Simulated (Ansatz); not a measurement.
Cost and result up the ladder for the cluster Ge₃F₆ (9 atoms). Charge 0, multiplicity 1. Geometry: PBE-D4/def2-SVP.

```csv
atom,x (Å),y (Å),z (Å)
Ge1,1.101,-0.624,-1.812
Ge2,-0.764,1.816,-0.024
Ge3,-0.551,-1.654,1.326
F4,0.153,-1.829,-0.538
F5,-1.358,0.071,0.773
F6,0.967,-0.912,1.856
F7,-0.051,2.369,1.496
F8,0.948,0.866,-0.538
F9,-0.446,-0.102,-2.537
```

Ansatz on 4 threads of Intel Xeon on a shared host. Times are rough, and most runs start from the orbitals of an earlier one. PBE0-D4/def2-TZVP serves as the yardstick here, not as an exact answer. Differences are given only for rows in sets of like size (and for xTB, whose basis is part of the method), since another set adds its own error. Binding counts from free atoms at the same level (Ge triplet, F doublet; other spins of the atoms weren't run), without zero-point energy or a counterpoise term.

Correlated methods freeze 33 core orbitals; core or outer-core shells of Ge are correlated, in sets that lack core-valence functions. The structure comes from a short search, and lower isomers may exist.

Correlated methods converge slowly with the basis.

```tsv
level	functions	binding energy per atom (eV)	difference from PBE0-D4/def2-TZVP (eV)
HF/def2-TZVP	330	2.59	-1.26
MP2/def2-TZVP	330	4.01	0.16
r2SCAN-D4/def2-TZVP	330	3.95	0.10
HF/STO-3G	84	2.30	–
PBE-D4/def2-TZVP (with forces)	330	4.09	0.24
PBE0-D4/def2-SVP	180	3.88	–
PBE0-D4/def2-TZVP	330	3.85	0.00
PBE-D4/def2-SVP	180	4.15	–
```

(1) Estimate how long each takes.

## Answers

(1) HF/STO-3G 2.8 s; PBE-D4/def2-SVP 6 s; PBE0-D4/def2-SVP 12 s; PBE-D4/def2-TZVP (with forces) 19 s; HF/def2-TZVP 25 s; r2SCAN-D4/def2-TZVP 25 s; PBE0-D4/def2-TZVP 36 s; MP2/def2-TZVP 46 s. On shared hardware such times vary by a factor of up to 3.
